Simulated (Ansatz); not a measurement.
`C[SiH2][AlH][F]` + `C1=NC1` → `C[SiH2]C1C=N1` + `[F][AlH2]` at 600 K and 1 bar (formal exchange of groups at the Si–Al bond).

Computed with Ansatz on PBE0-D4/def2-TZVP structures; ΔE is electronic, products minus reactants. CCSD(T)/CBS is the MP2 limit (def2-TZVPP, def2-QZVPP) plus CCSD(T) − MP2 in def2-TZVPP, frozen cores. This one scheme is used for every species. Each species was taken in one conformer, which may not be the lowest.

| species | CCSD(T)/CBS energy (Eh) | H − E (kJ/mol) | S (J/(mol·K)) |
| --- | --- | --- | --- |
| `C[SiH2][AlH][F]` | -672.62263 | 227.8 | 453.6 |
| `C1=NC1` | -132.51911 | 148.2 | 287.3 |
| `C[SiH2]C1C=N1` | -462.07352 | 298.1 | 441.1 |
| `[F][AlH2]` | -343.06661 | 68.4 | 279.9 |

H − E and S are ideal-gas, rigid-rotor, harmonic terms from PBE0-D4/def2-TZVP, for one conformer and one mirror image of each species. 1 Eh = 2625.50 kJ/mol, R = 8.31446 J/(mol·K).

Task: By hand: ΔE, ΔH, ΔS and ΔG.

Result: ΔE = (-462.07352) + (-343.06661) − (-672.62263) − (-132.51911) = 0.00161 Eh = 4.2 kJ/mol. Δ(H − E) = 298.1 + 68.4 − 227.8 − 148.2 = -9.5, so ΔH = -5.3 kJ/mol. ΔS = 441.1 + 279.9 − 453.6 − 287.3 = -19.9 J/(mol·K). ΔG = -5.3 − 600 × (-19.9)/1000 = 6.6 kJ/mol.

Task: By hand: the equilibrium constant, and the temperature at which ΔG would vanish if ΔH and ΔS stayed fixed.

Result: log₁₀ K = −ΔG/(RT ln 10) = -0.6. ΔG = 0 at ΔH/ΔS = 266 K, though so small a ΔH makes that figure unsure.

TΔS isn't small against ΔH here. A doubt of 5 kJ/mol in ΔE shifts log₁₀ K by 0.4 here. Other conformers and mirror images would add mixing entropy, several J/(mol·K) or more a flexible species. Modes under 60 cm⁻¹, often nearly free rotors, make the harmonic entropy too high. These are equilibria of isolated gas molecules and say nothing of rates. Largest T1 diagnostic: 0.012 (customary marks: 0.02 for closed shells, 0.045 for open ones).
